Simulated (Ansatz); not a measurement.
**Cost against result**

Saddle point of BNH3BrF2, closed shell (BNH₂F₂ ([NH2][B]([F])[F]) + HBr → BBrF₂ ([F][B]([F])[Br]) + NH₃ (still joined by a long B–N bond); bonds formed: B1–Br6, N2–H5; bonds broken: H5–Br6; bonds weakened to dative contacts: B1–N2), PBE0-D4/def2-TZVP structure:

B1  (-0.704, -0.332, -0.400)
N2  (0.681, 0.242, -0.338)
F3  (-0.830, -1.633, -0.449)
F4  (-1.694, 0.476, -0.679)
H5  (0.625, 0.351, 0.866)
Br6  (-0.297, 0.137, 2.375)
H7  (0.793, 1.152, -0.772)
H8  (1.426, -0.393, -0.603)
(Å)

Barriers are electronic and count from the start structure reached by relaxing down the imaginary mode.

Program: Ansatz 0.2.0. Basis: as named in each row. Cores are frozen in the correlated methods. Filled d shells of the heavier atoms are correlated. The def2 sets are not built for correlating such inner shells, so the correlated values are less sure here. B3LYP uses VWN-RPA correlation. Extrapolation: Hartree–Fock as exp(−7.88 √X), correlation as X^−2.97.

Times are rough, for one single point on 8 threads of a shared host (AMD EPYC 9R45).

The estimate by CCSD(T) at an estimated basis limit (MP2 extrapolated from triple and quadruple zeta, plus CCSD(T) − MP2 in triple zeta) is 0.613 eV.

```csv
method,basis,time (s),barrier (eV),method less estimate
HF,STO-3G,under 1,1.052,0.439
PBE-D4,STO-3G,under 1,0.236,-0.377
SPW92,def2-SVP,under 1,0.199,-0.414
PBE-D4,def2-SVP,under 1,0.419,-0.194
B3LYP-D4,6-31G,under 1,0.462,-0.151
PBE0-D4,def2-SVP,under 1,0.492,-0.121
SPW92,def2-TZVPP,under 1,0.241,-0.372
PBE-D4,def2-TZVPP,under 1,0.444,-0.169
BLYP-D4,def2-TZVPP,under 1,0.563,-0.050
B3LYP-D4,def2-TZVPP,under 1,0.597,-0.016
BHLYP-D4,def2-TZVPP,under 1,0.650,0.038
PBE0-D4,def2-TZVPP,under 1,0.494,-0.118
r2SCAN-D4,def2-TZVPP,under 1,0.448,-0.165
CAM-B3LYP-D4,def2-TZVPP,under 1,0.632,0.019
wB97M-V,def2-SVP,under 1,0.552,-0.061
r2SCAN0-D4,def2-TZVPP,under 1,0.489,-0.124
B2PLYP,def2-TZVPP,1,0.637,0.025
RPA on PBE,def2-TZVPP,1,0.713,0.100
PBE-QIDH,def2-TZVPP,1,0.547,-0.065
B97M-V,def2-TZVPP,1,0.633,0.020
wB97X-V,def2-TZVPP,1,0.604,-0.009
wB97M-V,def2-TZVPP,2,0.583,-0.030
CCSD(T),def2-SVP,2,0.753,0.140
MP2,def2-QZVPP,4,0.567,-0.046
CCSD(T),def2-TZVPP,26,0.661,0.048
```

All methods are single points on the PBE0-D4 structures.

T1 diagnostic: at most 0.011.

Labels in which every atom is bracketed show which atoms are joined, not bond orders.
